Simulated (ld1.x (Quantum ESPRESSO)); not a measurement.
**Hg: one change to a TM potential, before and after**

Hg (Z = 80), norm-conserving Troullier–Martins (Kleinman–Bylander form), made with ld1.x (Quantum ESPRESSO) 7.5 (LDA (PZ), scalar-relativistic). Core [Xe] 4f14, reference 5d10 6s2 6p0. Waves: 6s (bound): rc 2.05 bohr; 6p (bound, empty): rc 2.15 bohr; 5d (bound): rc 1.70 bohr. Local part: the d channel. Core correction: Bessel-smoothed model core, default radius (core density twice the valence density).

Change: wave 5d (bound): rc 1.70 bohr becomes 5d (bound): rc 2.12 bohr.

Cutoffs: the cutoffs (Ry, on a coarse ladder) from which the occupation-weighted sum of valence levels, in a spherical-Bessel basis at the reference potential, stays within 10 and 1 mRy of its value at 400 Ry; they do not see the model core or the augmentation charge, which bear on the density cutoff. Errors are all-electron minus pseudo energies relative to the spin-unpolarised reference configuration.

Question: What does the change do?

Answer: The potential gets neither clearly harder nor softer (50 Ry and 70 Ry → 45 Ry and 70 Ry); both files keep a bound ghost (p, s); of the 9 tests that both files solve, the error grows in 3 and shrinks in 0 by more than 15 % and 0.3 meV (median size 37.2 → 40.5 meV). More of the atom is replaced by a form fitted at one configuration, so other configurations suffer.

```tsv
quantity	base	changed
cutoff, loose	50 Ry	45 Ry
cutoff, tight	70 Ry	70 Ry
loose cutoff by channel (10 mRy a level)	s 6 Ry, d 40 Ry	s 8 Ry, d 35 Ry
bound ghosts	s, p	s, p
error for 5d10 6s1 6p0, meV [ΔE 11.05 eV]	-11	-11
error for 5d10 6s0 6p0, meV [ΔE 30.44 eV]	-49	-47
error for 5d9 6s0 6p0, meV [ΔE 66.26 eV]	-56	-67
error for 5d10 6s1 6p1, meV [ΔE 6.16 eV]	-5.2	-5.9
error for 5d9 6s2 6p0, meV [ΔE 15.73 eV]	-37	-40
error for 5d9 6s2 6p1, meV [ΔE 10.36 eV]	-67	-75
error for 5d10 6s0 6p1, meV [ΔE 18.59 eV]	-34	-40
error for 5d10 6s1 6p0 (spin-polarised), meV [ΔE 10.89 eV]	-11	-11
error for 5d9 6s0 6p0 (spin-polarised), meV [ΔE 66.10 eV]	-54	-64
s: phases at 2.34 bohr within 0.05 rad from the reference energy up to (Ry; the scan ends near 5)	3.7	3.9
p: phases at 2.34 bohr within 0.05 rad from the reference energy up to (Ry; the scan ends near 5)	0.7	0.6
d: phases at 2.34 bohr within 0.05 rad from the reference energy up to (Ry; the scan ends near 5)	3.0	3.1
```

Base: These tests converged, but a pseudo level misses the all-electron one widely, so the file describes the atom poorly there or has found another state: 5d9 6s0 6p0: empty 6p by 5.3 eV (a node warning on the way). Changed file: These tests converged, but a pseudo level misses the all-electron one widely, so the file describes the atom poorly there or has found another state: 5d9 6s0 6p0: empty 6p by 6.8 eV. A true bound ghost makes a file unfit for plane-wave use even where its test errors are small: the radial tests pick states by their node count and pass the ghost by.
